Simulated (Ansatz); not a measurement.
H6NOPSi, SMILES `N[SiH2]OP` at its PBE0-D4/def2-TZVP geometry, where that method's forces vanish. The species carries charge 0 and has multiplicity 1.

```xyz
10

N     0.8832   -0.9725    1.2804
Si   -0.5533   -0.1556    0.8739
O    -0.7626    0.1861   -0.7353
P     0.1919    1.1802   -1.6308
H     1.7434   -0.4773    1.4446
H     1.0422   -1.9379    1.0458
H    -1.7095   -1.0184    1.1957
H    -0.5381    1.1227    1.6259
H     0.5286    0.2797   -2.6838
H    -0.8257    1.7931   -2.4166
```

Problem. What forces (eV/Å) does ωB97M-V/def2-TZVPP give on these atoms in the Gaussian-basis code of Ansatz? (Best estimate.)

Solution. Computed: 
```
N1   0.064 -0.025 -0.002
Si2 -0.227  0.029  0.165
O3  -0.033 -0.038  0.010
P4  -0.010  0.046 -0.253
H5  -0.008 -0.024  0.001
H6   0.011  0.022  0.011
H7   0.133  0.099 -0.026
H8   0.004 -0.132 -0.085
H9  -0.040  0.090  0.104
H10  0.105 -0.065  0.077
```
